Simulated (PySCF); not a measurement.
Atom-mapped SMILES (the numbers label the heavy atoms): `[BH3-:1][P+:2]([F:3])([F:4])[F:5]`. Each H is labelled by its parent atom.

Geometry: PBE0-D3(BJ)/def2-TZVP; GIAO shifts from PySCF 2.14.0 with density-fitted response routines, gas phase, non-relativistic, averaged over equivalent atoms.

At PBE0/pcSseg-2 (229 basis functions):
| atoms | δ (ppm) |
| --- | --- |
| B1 | -57.6 |
| P2 | 121.6 |
| F3/F4/F5 | -57.9 |
| H(B1) | 1.03 |

δ = σ(ref) − σ, references computed at the same level: ¹¹B (σ = 98.70 ppm) vs BF3·OEt2; H3PO4 for ³¹P (σ = 310.75 ppm); CFCl3 for ¹⁹F (σ = 174.31 ppm); ¹H (σ = 31.52 ppm) against TMS.

What do these become at wB97X-D/pcSseg-2?

Results:


```
   atoms  δ at wB97X-D/pcSseg-2  change
      B1                  -56.2    +1.4
      P2                  125.9    +4.3
F3/F4/F5                  -51.0    +6.9
   H(B1)                   1.02   -0.01
```

Scale: ¹¹B (σref 99.58) against BF3·OEt2; H3PO4 for ³¹P (σref 307.14); ¹⁹F (σref 184.95) vs CFCl3; ¹H (σref 31.63) vs TMS (reference shieldings calculated alike).

The largest change is at F3/F4/F5 (fluorine bonded to P). Cost: 229 basis functions.

Unscaled 19F shifts against computed CFCl3 carry errors that often reach 10 to 50 ppm. Experimental scales use liquid or dissolved standards, which lie at an offset from isolated H3PO4.
